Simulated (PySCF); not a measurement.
C₃H₉FOSi, SMILES CO[Si@@H](C)CF.

Geometry optimised at r2SCAN-D4/def2-SVP. The structure was generated by enumeration; whether it is a known compound was not checked. The values are those of a single conformer.

All values below come from TDA-M06-2X/def2-SVPD (PySCF).

Vertical excitations. The molecule is in vacuum.

```json
[
 {"state": "S1", "energy (eV)": "7.18", "λ (nm)": "173", "f": "0.004", "main pairs": "HOMO→LUMO+1 70 %, HOMO→LUMO 13 %"},
 {"state": "S2", "energy (eV)": "7.63", "λ (nm)": "163", "f": "0.020", "main pairs": "HOMO→LUMO 74 %, HOMO→LUMO+1 11 %"},
 {"state": "S3", "energy (eV)": "7.99", "λ (nm)": "155", "f": "0.004", "main pairs": "HOMO−1→LUMO+1 47 %, HOMO−1→LUMO 34 %"},
 {"state": "S4", "energy (eV)": "8.21", "λ (nm)": "151", "f": "0.024", "main pairs": "HOMO→LUMO+2 65 %, HOMO−1→LUMO+1 13 %"},
 {"state": "S5", "energy (eV)": "8.41", "λ (nm)": "147", "f": "0.004", "main pairs": "HOMO→LUMO+3 49 %, HOMO→LUMO+2 11 %, HOMO−1→LUMO 10 %, HOMO−2→LUMO+1 8 %"},
 {"state": "S6", "energy (eV)": "8.46", "λ (nm)": "146", "f": "0.044", "main pairs": "HOMO−1→LUMO 31 %, HOMO→LUMO+3 22 %, HOMO−1→LUMO+1 17 %, HOMO→LUMO+2 8 %"},
 {"state": "T1", "energy (eV)": "6.78", "λ (nm)": "183", "f": "0", "main pairs": "HOMO→LUMO+1 68 %"},
 {"state": "T2", "energy (eV)": "7.48", "λ (nm)": "166", "f": "0", "main pairs": "HOMO→LUMO 66 %"}
]
```
Triplets are in the Tamm–Dancoff approximation.
